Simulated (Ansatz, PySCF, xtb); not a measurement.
Reaction (SMILES): Cl[Si](Br)(Br)Br [tribromo(chloro)silane] + 4 [H][H] (H2) -> 3 Br (HBr) + Cl (HCl) + [SiH4] (SiH4)
Each molecule is optimised on its own at B3LYP-D3(BJ)/def2-TZVP (Ansatz, an electronic-structure program). Frequencies are from Ansatz or PySCF.

Wanted: energy of full hydrogenation (enthalpy at 298 K, with B3LYP-D3(BJ) rigid-rotor harmonic-oscillator terms), in kJ/mol. Cores are frozen in the correlated levels unless marked. No spin-orbit coupling. Frozen are the shells of the preceding noble gas and the d and f shells that filled before the atom's block. No relativistic terms. CBS(X,Y): correlation extrapolated as X^-3; Hartree-Fock from the larger set.

```csv
level,program,energy of full hydrogenation (kJ/mol)
GFN1-xTB,xtb,[?]
SVWN5/def2-TZVPD,Ansatz,281.5
PBE-D4/def2-TZVPD,Ansatz + dftd4,302.9
revPBE-D3(BJ)/def2-TZVPD,Ansatz + dftd3,[?]
B3LYP-D3(BJ)/def2-TZVPD,Ansatz + dftd3,289.3
PBE0-D4/def2-TZVP,Ansatz + dftd4,[?]
PBE0-D4/def2-TZVPD,Ansatz + dftd4,295.4
BHLYP/def2-TZVPD,Ansatz,244.8
HSE06-D3(BJ)/def2-TZVPD,Ansatz + dftd3,[?]
LC-wPBE-D3(BJ)/def2-TZVPD,Ansatz + dftd3,286.7
CCSD/STO-3G,Ansatz,322.6
CCSD/def2-SVP,Ansatz,202.8
"CCSD(T)/CBS(def2-TZVPPD,def2-QZVPPD)",Ansatz,297.9
```

Question: What belongs in the gaps?

Answer: 
- GFN1-xTB, energy of full hydrogenation (kJ/mol): 225.6
- revPBE-D3(BJ)/def2-TZVPD, energy of full hydrogenation (kJ/mol): 308.8
- PBE0-D4/def2-TZVP, energy of full hydrogenation (kJ/mol): 302.4
- HSE06-D3(BJ)/def2-TZVPD, energy of full hydrogenation (kJ/mol): 294.7
